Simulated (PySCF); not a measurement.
C5H5FO, SMILES O=C1CCC=C1F.

Geometry: PBE-D3(BJ)/def2-SVP. The values are those of a single conformer.

These are PySCF with PBE-D3(BJ)/def2-SVP values and carry that method's errors.

No scaling factor is applied to the harmonic values.

```tsv
mode	ν (cm⁻¹)	IR (km/mol)	moving atoms (share of kinetic energy)
1	87	1.7	H 43 %, C 32 %, O 20 %
2	225	0.3	C 46 %, H 35 %, F 15 %
3	278	1.0	F 49 %, O 42 %
4	358	0.0	C 61 %, H 21 %, F 10 %
5	495	0.8	C 42 %, O 27 %, F 18 %, H 13 %
6	589	0.1	C 58 %, H 37 %
7	593	7.2	C 57 %, F 24 %, O 12 %
8	676	3.8	C 74 %, F 9 %, O 9 %
9	760	5.7	C 66 %, O 15 %, H 12 %
10	763	21.9	H 74 %, C 25 %
11	850	7.4	H 64 %, C 35 %
12	915	8.3	C 53 %, H 47 %
13	960	5.9	C 56 %, H 44 %
14	1002	21.9	H 56 %, C 42 %
15	1068	91.3	C 72 %, H 18 %
16	1102	0.0	H 83 %, C 17 %
17	1169	0.5	H 89 %, C 11 %
18	1178	23.0	H 48 %, C 46 %
19	1242	11.4	H 50 %, C 44 %
20	1273	4.8	C 55 %, H 45 %
21	1330	58.2	C 76 %, H 17 %
22	1364	23.5	H 83 %, C 16 %
23	1400	5.7	H 90 %, C 10 %
24	1672	56.1	C 93 %
25	1787	278.4	C 64 %, O 35 %
26	2970	18.4	H 94 %
27	3006	6.5	H 90 %, C 10 %
28	3008	3.4	H 94 %
29	3058	1.1	H 90 %, C 10 %
30	3149	3.1	H 91 %, C 9 %
```
